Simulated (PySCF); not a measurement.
# Basis-set dependence of excited states

Ge2H7PSe.
Structure used (PBE0-D3(BJ)/def2-SVP), in Å, numbered top down from 1:
```
atom  x, y, z in Å
P1     2.234    1.084   -0.577
Ge2    1.478   -1.027    0.032
Se3   -0.234   -1.048    1.660
Ge4   -1.776    0.216    0.405
H5     0.927    1.566   -0.894
H6     2.191    1.585    0.760
H7     0.986   -1.740   -1.243
H8     2.639   -1.811    0.670
H9    -3.142    0.002    1.073
H10   -1.791   -0.287   -1.050
H11   -1.405    1.710    0.428
```

TDDFT with PBE0 (PySCF), vertical singlets, core orbitals frozen in the response, spherical d and f functions. Isolated species at its PBE0-D3(BJ)/def2-SVP geometry (one conformer only). Relativistic effects, spin–orbit coupling among them, are left out although an element past zinc is present.

```
    basis  functions  diffuse  S1 (eV)  S2 (eV)  S3 (eV)  S4 (eV)  S5 (eV)  LUMO (eV)  α (au)
   6-31G*        128       no     4.80     5.00     5.97     6.20     6.26      -0.64   103.0
 def2-SVP        149       no     4.95     5.18     5.99     6.24     6.29      -0.50   105.3
def2-SVPD        197      yes     4.69     4.92     5.64     5.84     5.98      -0.85   122.8
def2-TZVP        223       no     4.78     5.08     5.83     5.99     6.10      -0.75   118.2
```

Task: How much do these states and the polarisability depend on the basis?

Result: States are compared by their number. Against the only diffuse basis here (def2-SVPD, itself not a converged limit), sets without diffuse functions differ by up to 0.26 eV in S1 and 0.31 eV in S5. State by state, the largest deviation of a set without diffuse functions is S1 0.26, S2 0.26, S3 0.36, S4 0.40, S5 0.31 eV. The same number needn't mean the same state in each row. Against def2-SVPD the polarisability deviates by -16% in 6-31G*, -14% in def2-SVP, -4% in def2-TZVP.
